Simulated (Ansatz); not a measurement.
CClFNSi (`N#C[Si](F)Cl`) radical, relaxed with UKS PBE-D4/def2-SVP in Ansatz from a rough embedded geometry. The force threshold is 0.03 eV/Å; the program also tests the step.

The species carries charge 0 and has multiplicity 2.

Start:

```xyz
5

N     1.299   -1.991   -0.209
C     0.690   -0.938   -0.214
Si   -0.200    0.735   -0.307
F    -1.609    0.548   -0.791
Cl   -0.180    1.646    1.521
```

Question: How much energy does the relaxation release, and in how many steps? (Best estimate.)

Answer: Ansatz gave: 0.46 eV, in 6 steps.

Question: Which bonds change most? (An estimate is asked.)

Answer: Ansatz gave: Si3–F4 from 1.502 to 1.630 Å; C2–Si3 from 1.897 to 1.855 Å; N1–C2 from 1.217 to 1.175 Å; Si3–Cl5 from 2.042 to 2.061 Å.

Question: Give the relaxed structure. (Best estimate.)

Answer: Ansatz gave: 
```xyz
5

N     1.269   -1.931   -0.193
C     0.669   -0.920   -0.195
Si   -0.136    0.746   -0.328
F    -1.667    0.501   -0.830
Cl   -0.135    1.604    1.546
```
